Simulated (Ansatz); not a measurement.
`FC[SiH2][GaH2]` + `O[SiH3]` → `[SiH3]O[SiH2][GaH2]` + `CF` at 298.15 K and 1 bar (ligand exchange at the Si–C bond).

Gas-phase electronic energies from Ansatz, PBE0-D4/def2-TZVP geometries. CBS: MP2 limit from def2 TZ/QZ plus the TZ coupled-cluster correction, frozen cores. This one scheme is used for every species. For Ga outer-core shells are correlated without core-valence functions, which leaves a few kJ/mol of doubt a bond. Scalar relativity is left out up to krypton. Each species was taken in one conformer, which may not be the lowest.

```tsv
species	CCSD(T)/CBS energy (Eh)	H − E (kJ/mol)	S (J/(mol·K))
`FC[SiH2][GaH2]`	-2354.43792	179.5	354.8
`O[SiH3]`	-366.69042	113.6	257.8
`[SiH3]O[SiH2][GaH2]`	-2581.53792	183.2	371.0
`CF`	-139.63461	113.4	222.6
```

H − E and S are ideal-gas, rigid-rotor, harmonic terms from PBE0-D4/def2-TZVP, for one conformer and one mirror image of each species. 1 Eh = 2625.50 kJ/mol, R = 8.31446 J/(mol·K).

Q: By hand: ΔE, ΔH, ΔS and ΔG.

A: ΔE = (-2581.53792) + (-139.63461) − (-2354.43792) − (-366.69042) = -0.04419 Eh = -116.0 kJ/mol. Δ(H − E) = 183.2 + 113.4 − 179.5 − 113.6 = 3.5, so ΔH = -112.5 kJ/mol. ΔS = 371.0 + 222.6 − 354.8 − 257.8 = -19.0 J/(mol·K). ΔG = -112.5 − 298.15 × (-19.0)/1000 = -106.8 kJ/mol.

Q: By hand: the equilibrium constant, and the temperature at which ΔG would vanish if ΔH and ΔS stayed fixed.

A: log₁₀ K = −ΔG/(RT ln 10) = 18.7. ΔG = 0 at ΔH/ΔS = 5921 K, far beyond where these terms or the molecules hold.

ΔH outweighs TΔS. A doubt of 5 kJ/mol in ΔE shifts log₁₀ K by 0.9 here. Other conformers and mirror images would add mixing entropy, several J/(mol·K) or more a flexible species. Modes under 60 cm⁻¹, often nearly free rotors, make the harmonic entropy too high. These are equilibria of isolated gas molecules and say nothing of rates. Largest T1 diagnostic: 0.013 (customary marks: 0.02 for closed shells, 0.045 for open ones).
